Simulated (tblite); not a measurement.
Compound: C2H10BNSi2.
Numbering: `[CH2:1]=[CH:2][BH:3][N:4]([SiH3:5])[SiH3:6]` (hydrogens: H7, H8 on C1; H9 on C2; H10 on B3; H11, H12, H13 on Si5; H14, H15, H16 on Si6)

Computed with GFN2-xTB (tblite), gas phase: L-BFGS steps from a force-field or distance-geometry start until the largest atomic force falls under 0.01 eV/Å.

Step 19: E = -463.4167 eV
```
atom  x, y, z in Å  |  force x, y, z in eV/Å
C1      3.0316    0.1072   -0.4528    0.010  -0.014  -0.169
C2      1.7519    0.4651   -0.5434   -0.013  -0.052   0.008
B3      0.6285   -0.4972   -0.0569    0.052   0.004   0.050
N4     -0.7387   -0.1583    0.0848   -0.001  -0.042  -0.028
Si5    -1.7934   -1.4166    0.7148   -0.078  -0.079   0.040
Si6    -1.4179    1.4387   -0.1542   -0.012   0.069  -0.002
H7      3.3064   -0.8761   -0.0915    0.004   0.187   0.030
H8      3.8502    0.7436   -0.7633   -0.035  -0.034   0.038
H9      1.5272    1.4479   -0.9547    0.037  -0.106   0.131
H10     0.9580   -1.5867    0.2607   -0.053   0.058  -0.068
H11    -3.1805   -1.0433    0.4360    0.017   0.036   0.014
H12    -1.4845   -2.6578    0.0104    0.011  -0.043   0.006
H13    -1.5771   -1.5415    2.1608   -0.008   0.008  -0.032
H14    -2.8042    1.2796   -0.5998   -0.003  -0.023   0.032
H15    -1.3586    2.1362    1.1360   -0.002   0.026  -0.031
H16    -0.7064    2.1681   -1.1981    0.073   0.004  -0.018
```

Step 20: E = -463.4203 eV
```
atom  x, y, z in Å  |  force x, y, z in eV/Å
C1      3.0316    0.1087   -0.4539    0.058  -0.032  -0.163
C2      1.7519    0.4626   -0.5431   -0.028  -0.021   0.048
B3      0.6316   -0.4988   -0.0540   -0.080   0.035   0.004
N4     -0.7389   -0.1612    0.0805    0.028  -0.018   0.005
Si5    -1.7962   -1.4179    0.7113   -0.061  -0.079   0.061
Si6    -1.4162    1.4386   -0.1543   -0.015   0.076   0.007
H7      3.3102   -0.8714   -0.0892    0.010   0.158   0.026
H8      3.8473    0.7458   -0.7687   -0.017  -0.020   0.038
H9      1.5266    1.4464   -0.9481    0.019  -0.078   0.094
H10     0.9549   -1.5894    0.2540   -0.019   0.004  -0.036
H11    -3.1838   -1.0368    0.4407    0.041   0.015   0.000
H12    -1.4790   -2.6625    0.0145   -0.014  -0.019   0.002
H13    -1.5823   -1.5465    2.1585   -0.005   0.016  -0.044
H14    -2.8054    1.2771   -0.5955    0.032  -0.012   0.028
H15    -1.3621    2.1480    1.1328    0.008  -0.016  -0.066
H16    -0.6979    2.1662   -1.1970    0.044  -0.010  -0.004
```

Step 21: E = -463.4229 eV
```
atom  x, y, z in Å  |  force x, y, z in eV/Å
C1      3.0318    0.1097   -0.4582    0.064  -0.032  -0.117
C2      1.7516    0.4600   -0.5421   -0.028   0.000   0.064
B3      0.6330   -0.4999   -0.0519   -0.154   0.038  -0.021
N4     -0.7389   -0.1630    0.0804    0.014   0.005   0.030
Si5    -1.7991   -1.4202    0.7107   -0.021  -0.048   0.043
Si6    -1.4147    1.4398   -0.1540   -0.003   0.046   0.001
H7      3.3133   -0.8650   -0.0875    0.028   0.081   0.029
H8      3.8453    0.7477   -0.7715    0.010   0.014   0.012
H9      1.5265    1.4436   -0.9420   -0.008  -0.020   0.051
H10     0.9527   -1.5917    0.2466    0.001  -0.039  -0.010
H11    -3.1853   -1.0319    0.4434    0.043   0.001  -0.011
H12    -1.4751   -2.6653    0.0168   -0.031  -0.007   0.000
H13    -1.5879   -1.5514    2.1576    0.000   0.019  -0.031
H14    -2.8052    1.2748   -0.5924    0.048  -0.003   0.023
H15    -1.3650    2.1580    1.1294    0.016  -0.035  -0.071
H16    -0.6905    2.1636   -1.1968    0.022  -0.020   0.009
```

Step 22: E = -463.4246 eV
```
atom  x, y, z in Å  |  force x, y, z in eV/Å
C1      3.0322    0.1104   -0.4636    0.038  -0.020  -0.058
C2      1.7511    0.4579   -0.5403   -0.015   0.011   0.055
B3      0.6318   -0.5009   -0.0515   -0.140   0.020  -0.018
N4     -0.7391   -0.1632    0.0842   -0.023   0.017   0.036
Si5    -1.8014   -1.4226    0.7117    0.013  -0.010   0.011
Si6    -1.4135    1.4415   -0.1534    0.012   0.004  -0.011
H7      3.3162   -0.8587   -0.0860    0.047   0.003   0.030
H8      3.8446    0.7497   -0.7732    0.024   0.042  -0.017
H9      1.5263    1.4410   -0.9370   -0.033   0.030   0.021
H10     0.9513   -1.5943    0.2398    0.000  -0.052  -0.001
H11    -3.1853   -1.0285    0.4446    0.033  -0.006  -0.017
H12    -1.4728   -2.6665    0.0178   -0.041  -0.004  -0.001
H13    -1.5935   -1.5559    2.1575    0.007   0.017  -0.005
H14    -2.8037    1.2728   -0.5904    0.047   0.003   0.015
H15    -1.3672    2.1658    1.1255    0.022  -0.033  -0.053
H16    -0.6845    2.1604   -1.1970    0.008  -0.023   0.014
```

Task: Estimate the geometry and energy of step 23. (The exact step hangs on the optimiser's Hessian estimate; all steps are aligned on step 22, rigid shifts and turns removed.)

Result: E = -463.4258 eV, largest force 0.071 eV/Å
```
atom  x, y, z in Å  |  force x, y, z in eV/Å
C1      3.0328    0.1108   -0.4683    0.004  -0.005  -0.006
C2      1.7505    0.4566   -0.5381    0.000   0.014   0.034
B3      0.6288   -0.5019   -0.0523   -0.067  -0.002   0.000
N4     -0.7400   -0.1625    0.0892   -0.047   0.016   0.025
Si5    -1.8026   -1.4244    0.7130    0.025   0.013  -0.009
Si6    -1.4123    1.4428   -0.1532    0.019  -0.023  -0.020
H7      3.3191   -0.8543   -0.0847    0.056  -0.039   0.021
H8      3.8447    0.7518   -0.7746    0.017   0.050  -0.033
H9      1.5256    1.4397   -0.9333   -0.044   0.049   0.009
H10     0.9504   -1.5969    0.2347   -0.015  -0.037  -0.005
H11    -3.1846   -1.0264    0.4448    0.020  -0.009  -0.021
H12    -1.4720   -2.6671    0.0181   -0.044  -0.005  -0.003
H13    -1.5977   -1.5590    2.1577    0.013   0.014   0.019
H14    -2.8017    1.2715   -0.5891    0.033   0.006   0.005
H15    -1.3684    2.1708    1.1218    0.027  -0.021  -0.025
H16    -0.6801    2.1575   -1.1971    0.004  -0.021   0.010
```

The energy changes by -0.0012 eV. The first-order estimate −F·Δx gives -0.0017 eV and the mean of the old and new forces, exact on a quadratic surface, -0.0012 eV. The step makes an angle of 64° with the force vector and moves no atom by more than 0.006 Å.

What follows is the cost of the whole relaxation. Time: 1.3 s wall. Hardware: one thread, Arm Neoverse N1 (aarch64) (shared host).
